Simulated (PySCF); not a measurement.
Correlation energy of C²⁺ (carbon, charge +2)

[He] 2s2, closed-shell 1S. All numbers are calculated (PySCF 2.14, no relativity, point nucleus, in cc-pVTZ (4s3p2d1f, 30 functions)). Frozen: 1s2; 2 electrons correlated.

Total MP2 correlation energy: -43.00 mhartree.

Same-spin part 0.00 and opposite-spin part -43.00 mhartree; SCS-MP2 scales them by 1/3 and 6/5 to -51.60 mhartree.

With two correlated electrons CCSD is exact within the correlated space (frozen core and kept virtual orbitals).

| level | correlation energy (mhartree) |
| --- | --- |
| CCSD | -72.89 |

Diagnostics: T1 = 0.0085, D1 = 0.0120, largest double amplitude 0.156.

Is a single reference adequate?

Not fully. A double-excitation amplitude exceeds 0.15, a sign of near-degeneracy.
